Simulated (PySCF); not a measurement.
# [WOF3]− relaxed at several levels

Computed with PySCF 2.14.0, def2-SVP on the ligands, density fitting, scalar-relativistic core potentials, no spin-orbit coupling, vacuum. Each row is relaxed at its own level from the same template. Distances are means of the shortest metal–ligand contacts, charges and spins Mulliken's.

```
 level   basis on the metal  point group  M–O (Å)  M–F (Å)  charge on M (e)  HOMO–LUMO gap (eV)  strongest infrared band, degenerate modes summed (cm⁻¹)  unstable modes (below −25 cm⁻¹)
r2SCAN  def2-SVP with ECP60           Cs    1.732    1.911             0.67                1.77                                                        –                        not given
```

What does the calculation give for B3LYP, def2-SVP with ECP60?

point group: Cs, M–O (Å): 1.731, M–F (Å): 1.915, charge on M (e): 0.67, HOMO–LUMO gap (eV): 3.19, strongest infrared band, degenerate modes summed (cm⁻¹): 647, unstable modes (below −25 cm⁻¹): 0.
```xyz
5

W     0.0647    0.0000    0.0036
O     1.7641    0.0000    0.3330
F    -0.1274    1.8683   -0.2322
F    -1.8706    0.0000    0.3057
F    -0.1274   -1.8683   -0.2322
```

Moved off a saddle point of the template and relaxed again: B3LYP, r2SCAN. One start shape was tried for each, so a minimum needn't be the lowest isomer.
